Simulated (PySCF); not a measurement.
phosphorus nitride cation (NP), SMILES P#N (connectivity only; charge and spin as stated), charge +1, multiplicity 2. Atoms are numbered in the order given.

```xyz
2

N      0.0000     0.0000    -1.0055
P      0.0000     0.0000     0.4693
```
Charge +1, spin multiplicity 2.

Geometry: B3LYP-D3(BJ)/def2-TZVPD. The spin state was assumed, not searched.

These are B3LYP/pcH-1 (PySCF) values and carry that method's errors.

Unrestricted Kohn–Sham, ⟨S²⟩ = 0.779. Hyperfine tensors hold the contact and dipolar terms, without spin-orbit corrections.

Estimate the hyperfine couplings. (The exact figures need the calculation; the answer reports its results.)


```tsv
nucleus	A(iso) (MHz)	A(iso) (G)	dipolar principal values (MHz)
14N no. 1	173.7	62.0	-31.4, -31.4, 62.8
31P no. 2	-302.9	-108.1	-219.3, -219.3, 438.6
```
